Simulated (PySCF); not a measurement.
Several orderings of computed values.

All species are isolated and taken at one optimised geometry, non-relativistic unless stated; the electronic structure was computed with PySCF and density fitting.

Dipoles, sizes and rotational constants follow the conformer. The torsions of the flexible species, by atom-mapped SMILES:
- `[CH3:1][CH2:2]/[CH:3]=[N:4]\[N:5]=[CH:6]/[CH:7]([CH3:8])[CH3:9]`: C1–C2–C3–N4 133°, C3–N4–N5–C6 100°, N5–C6–C7–C8 -129°
- `[CH2:1]1[CH2:2][CH:3]([NH:4][NH:5][CH:6]2[CH2:7][CH2:8]2)[CH2:9]1`: C2–C3–N4–N5 170°, C3–N4–N5–C6 87°, N4–N5–C6–C7 147°
- `[CH:1]=[C:2]=[C:3](/[CH:4]=[N:5]/[CH3:6])[CH2:7][CH3:8]`: C2–C3–C4–N5 179°, C2–C3–C7–C8 85°
- `[CH2:1]=[C:2]([CH3:3])[C@H:4]1[CH2:5][Si@H:6]([NH2:7])[CH2:8]1`: C1–C2–C4–C5 -58°, H–N7–Si6–C5 -47°, H–N7–Si6–C5 94°

The conformers of `CC1=CCP(CC(F)(F)F)C1`, `[H]/N=C/CCN1CCCC1`, `C=C(C)[C@H]1CN[SiH2]C1` and `CC(C)(C)N1CCC=N1` aren't listed.

Question: Rank by HOMO energy, lowest first (PBE0/pcSseg-1 at GFN2-xTB geometries).
A. `C1N(CC/C=N/[H])CCC1`
B. `FC(F)(CP1CC=C(C)C1)F`
C. `C1CC(NNC2CC2)C1`
D. `CC(/C=N\N=C/CC)C`

Answer: B (-7.04 eV), D (-6.58 eV), C (-6.43 eV), A (-6.25 eV).

Question: Give the two extremes of that set in hartree.

Answer: `CC1=CCP(CC(F)(F)F)C1`: -0.259 Eh; `[H]/N=C/CCN1CCCC1`: -0.230 Eh.

Question: Rank by smallest rotational constant, lowest first (GFN2-xTB).
A. `C=C(C)[C@H]1C[Si@H](N)C1`
B. `[CH]=C=C(/C=N/C)CC` [radical]
C. `CC/C=N\N=C/C(C)C`
D. `C=CC#CC(=O)[O-]`

Answer: C (0.680 GHz), A (0.879 GHz), B (0.971 GHz), D (1.052 GHz).

Question: By how much do the two ends of that ranking differ?

Answer: By 0.372 GHz, between `C=CC#CC(=O)[O-]` and `CC/C=N\N=C/C(C)C`.

Question: Rank by HOMO–LUMO gap, highest first (PBE0/pcSseg-1 at GFN2-xTB geometries).
A. `CC(C)(C)N1CCC=N1`
B. `C=C(C)[C@H]1CN[SiH2]C1`
C. `[H]/N=C/CCN1CCCC1`
D. `C1CC(NNC2CC2)C1`
E. `C=C(C)[C@H]1C[Si@H](N)C1`
F. `CC/C=N\N=C/C(C)C`

Answer: D (7.85 eV), E (7.26 eV), B (6.97 eV), F (6.63 eV), C (6.35 eV), A (6.09 eV).
